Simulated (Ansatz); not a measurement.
Consider the formal exchange of groups at the Si–N bond: `[SiH3]N[SiH2]Br` + `CC1=CN1` → `Br[SiH2]C1=CN1` + `CN[SiH3]`.

Gas-phase electronic energies from Ansatz, PBE0-D4/def2-TZVP geometries. CCSD(T)/CBS is the MP2 limit (def2-TZVPP, def2-QZVPP) plus CCSD(T) − MP2 in def2-TZVPP, frozen cores. DFT in def2-TZVPP. For Br outer-core shells are correlated without core-valence functions, which leaves a few kJ/mol of doubt a bond. Scalar relativity is left out up to krypton. Each species was taken in one conformer, which may not be the lowest.

```tsv
level	ΔE (kJ/mol)
B97M-V	108.3
BHLYP	111.4
LC-ωPBE	112.2
MP2/def2-SVP	107.7
```

Question: What does CCSD(T)/CBS give? (Best estimate.)

Answer: Ansatz gave: +110.1 kJ/mol. The listed levels differ from it by -1.8, 1.3, 2.1, -2.4 kJ/mol.

Largest T1 diagnostic among the species: 0.011.

From BLYP to BHLYP (50 % exact exchange), in def2-TZVPP and without D4, ΔE moves by +11.2 kJ/mol. Leaving LDA and LC-ωPBE aside and taking each functional with its dispersion term where it has one, the values, not all of them listed here, spread over 13.3 kJ/mol, from revPBE-D4 to BHLYP-D4. LDA lies +7.8 kJ/mol from PBE without D4.
